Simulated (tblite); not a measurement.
Species: C5H12BN.
Geometry (GFN2-xTB, Å), atoms numbered from 1 in this order:
```xyz
19
C5H12BN angstrom
C     -1.781   -0.887   -0.938
B     -1.197    0.326   -0.121
C     -2.169    1.323    0.618
C      0.368    0.579   -0.041
C      1.186   -0.667    0.344
C      2.646   -0.369    0.314
N      3.414   -1.014   -0.439
H     -2.592   -0.569   -1.592
H     -2.226   -1.612   -0.255
H     -1.052   -1.419   -1.543
H     -2.026    2.339    0.248
H     -1.943    1.367    1.683
H     -3.224    1.081    0.515
H      0.707    0.898   -1.032
H      0.625    1.389    0.647
H      0.985   -1.490   -0.339
H      0.911   -0.973    1.357
H      2.963    0.451    0.978
H      4.395   -0.744   -0.412
```

Calculated harmonic vibrations of the isolated species, GFN2-xTB (tblite), most abundant isotopes, no scaling. Errors from tens to a few hundred cm⁻¹ against measured bands are possible. One conformer, not necessarily the lowest. The optimisation stopped once no atom felt more than 0.01 eV/Å.

Lowest wavenumbers of the output (negative numbers stand for imaginary wavenumbers):
```
mode    cm-1
  1     -21.6
  2      15.3
  3      58.3
  4      64.5
  5      84.7
  6     156.5
  7     258.0
  8     294.4
  9     326.8
 10     398.9
 11     470.6
 12     672.4
 13     709.7
 14     737.2
 15     763.0
```

Task: Is this structure a minimum?

Result: Not by this Hessian. 1 mode is imaginary beyond 20i (22i cm⁻¹), so at this level the point lies at or near a first-order saddle. The curvature is small, so loose convergence or finite differences may be the whole cause.

Task: Which atoms move in the imaginary mode?

Result: 22i: C3 (sp3 carbon bound to boron) 16 %, C4 (sp3 carbon bound to boron) 12 %. These are shares of the mass-weighted motion.

Task: What is the remedy?

Result: Step along that mode in both directions, optimise again with tighter thresholds and repeat the frequencies. The zero-point energy of this point (101.5 kcal/mol) counts the 50 real modes alone, and thermal corrections from it aren't those of a minimum.
